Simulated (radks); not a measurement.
Q: Species: Ho3+. Configuration: [Kr] 4d10 4f10 5s2 5p5 5d1 (not the ground configuration). All-electron calculation, Dirac Kohn-Sham, B86b exchange with PBE correlation, spin-unpolarised, spherical densities, finite nucleus; open shells fill j = l - 1/2 first; Fermi nuclear charge, rms radius 5.2022 fm. Program: a radial shooting solver on a logarithmic mesh with Libxc functionals. Some entries of the table are withheld. Estimate them.

orbital,occ.,eigenvalue (eV),r(max) (bohr)
1s1/2,2,-55464.12,0.01311
2s1/2,2,-9301.866,0.07479
2p1/2,2,-8855.780,(1)
2p3/2,4,-7998.726,(2)
3s1/2,2,(3),(4)
3p1/2,2,-1910.089,0.1990
3p3/2,4,-1731.094,0.2118
3d3/2,4,(5),0.1675
3d5/2,6,(6),0.1711
4s1/2,2,-444.5967,0.4841
4p1/2,2,-366.9475,0.4868
4p3/2,4,-326.7276,0.5140
4d3/2,4,-198.7770,0.5177
4d5/2,6,-191.4583,0.5265
5s1/2,2,-82.2094,1.123
5p1/2,2,-60.4124,1.217
5p3/2,3,-54.7878,1.294
4f5/2,6,-38.1387,0.5172
4f7/2,4,-37.0844,0.5223
5d3/2,1,-26.5442,1.681
5d5/2,0,-26.0066,1.715

A: 
(1) 2p1/2 r(max) (bohr): 0.05624
(2) 2p3/2 r(max) (bohr): 0.06236
(3) 3s1/2 eigenvalue (eV): -2105.472
(4) 3s1/2 r(max) (bohr): 0.2115
(5) 3d3/2 eigenvalue (eV): -1395.808
(6) 3d5/2 eigenvalue (eV): -1356.707
